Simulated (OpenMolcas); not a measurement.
Cu2+ among 4 point charges of -3 e arranged as a tetrahedron (Td), 1.6 Å from the ion.

| Quantity | Value |
| --- | --- |
| Program | OpenMolcas 26.06 |
| Method | SS-CASPT2, IPEA 0.25 Eh, imaginary shift 0.1 Eh (closed shells correlated: 3s 3p) |
| Basis | ANO-RCC-VDZP [5s4p2d1f] |
| Scalar Hamiltonian | DKH2, point nucleus |
| Active space | 9 electrons in 5 orbitals (3d) |
| State averaging | 2S+1 = 2 even, 5 roots |
| Spin-orbit coupling | RASSI with atomic mean-field integrals over the reference wave functions |

Question: What is the spin-free ground state (labels of Td)?

Answer: 2T2, 3-fold in its orbital part, 100 % from free-ion D terms; it has the highest spin that d9 allows.

Question: Where is the first state of the same spin?

Answer: 2E at 360 cm-1 above the ground state. The two act as a nearly degenerate pair, with unquenched orbital momentum.

Question: What are the lowest two levels with spin-orbit coupling?

Answer: A 2-fold level Γ7 with g = 1.89, 1.89, 1.89, then a 4-fold level Γ8 140 cm-1 above it. Their leading multiplicities are 2 (100 %) and 2 (100 %).

Question: What is χT at 300 K, and how does it compare with the textbook value?

Answer: The lowest level has 2S+1 = 2, for which the spin-only value is χT = S(S+1) / 2 = 0.375 cm3 K/mol (g = 2). The computed 1.469 at 300 K differs by +1.094, through orbital momentum, spin-orbit coupling and any other state in reach. With a threefold ground state the orbital momentum is unquenched, so the spin-only value is not expected to hold.

Question: Which ligand-field parameters describe the states?

Answer: The gap between the two states is 10Dq = -360 cm-1 (negative for this site). 

An orbital triplet at a regular site is open to Jahn-Teller coupling, which can distort the site and quench the lowest spin-orbit gaps and is left out. The ground term spreads over less than 5000 cm-1, several times less than with real ligands, so orbital moments are less quenched and χT lies further from the spin-only value than at real sites. Free-ion shares, where given, are those of the reference states; single-state CASPT2 does not remix them. Point charges carry no covalency, so the field is a model and not that of real ligands. No measured value stands beside these numbers.
